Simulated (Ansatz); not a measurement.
Cost and result for the atomization energy of CH9NOSi2, SMILES `C[SiH2]N[SiH2]O` (14 atoms, 13 bonds).

Cartesian coordinates in Å:
```
C -1.5537 1.5792 -0.0892
Si -0.7846 0.2766 1.0034
N -0.0712 -1.0312 0.1174
Si 1.5919 -1.2658 -0.2418
O 2.2174 -0.1632 -1.2950
H -2.3479 1.1557 -0.7095
H -1.9900 2.3806 0.5136
H -0.8020 2.0189 -0.7493
H 0.3149 0.8771 1.8049
H -1.8295 -0.2637 1.9180
H -0.7029 -1.7154 -0.2725
H 1.6986 -2.6439 -0.7934
H 2.4227 -1.0790 0.9668
H 1.8362 -0.1258 -2.1732
```

Charge 0, multiplicity 1. Geometry: relaxed with PBE0-D4/def2-TZVP. It is one conformer, not always the lowest. Program: Ansatz. All runs use 2 threads of an AMD EPYC 7R13 on a shared host and a share of an NVIDIA H100 80 GB. Times are those of one run each, without the atoms' runs, and a repeat can differ threefold. Electronic energies, without spin–orbit coupling; frozen cores. CCSD(T)/CBS adds CCSD(T) − MP2 in def2-TZVPP to the MP2 limit, and its time is that of the two runs behind it. T1 = 0.011. B3LYP takes the VWN-RPA correlation (the form of Gaussian; ORCA's B3LYP/G).

CCSD(T)/CBS is a level of theory with its own doubt, some kJ/mol a heavy atom from the limit and from the frozen cores, so smaller differences don't rank the functionals.

```
                             level  functions  wall time  atomization (kJ/mol)  difference from CCSD(T)/CBS  per bond
                ωB97X-V/def2-TZVPP        303      6.5 s                5004.6                          9.6       0.7
                PBE0-D4/def2-TZVPP        303        8 s                4934.1                        -60.9      -4.7
   PBE-D4/def2-TZVPP (with forces)        303        9 s                4989.3                         -5.7      -0.4
  ωB97M-V/def2-TZVPP (with forces)        303        9 s                4997.9                          2.9       0.2
                 B2PLYP/def2-TZVPP        303      9.5 s                4924.7                        -70.3      -5.4
r2SCAN-D4/def2-TZVPP (with forces)        303       11 s                4967.5                        -27.5      -2.1
 B3LYP-D4/def2-TZVPP (with forces)        303       11 s                4981.0                        -14.0      -1.1
                CCSD(T)/def2-TZVPP        303       12 s                4854.9                       -140.1     -10.8
                    MP2/def2-QZVPP        581       12 s                4979.0                        -16.0      -1.2
                 CCSD(T)/CBS(def2)          –       24 s                4995.0                          0.0       0.0
```

The D4 term adds +47.8 kJ/mol with B3LYP and +25.4 kJ/mol with PBE0; it sums over pairs of atoms, weighted by their polarisabilities, and B3LYP, whose exchange is more repulsive, gets the larger term. From PBE to PBE0 (25 % exact exchange), in def2-TZVPP and without D4, the atomization energy moves by −50.8 kJ/mol: exact exchange takes away binding that semilocal exchange gives to molecules. In def2-TZVPP, CCSD(T) changes the Hartree–Fock value by +1186.8 kJ/mol (the triples alone add +56.4 kJ/mol) and MP2 by +1226.5 kJ/mol; breaking electron pairs costs correlation energy, which Hartree–Fock lacks.
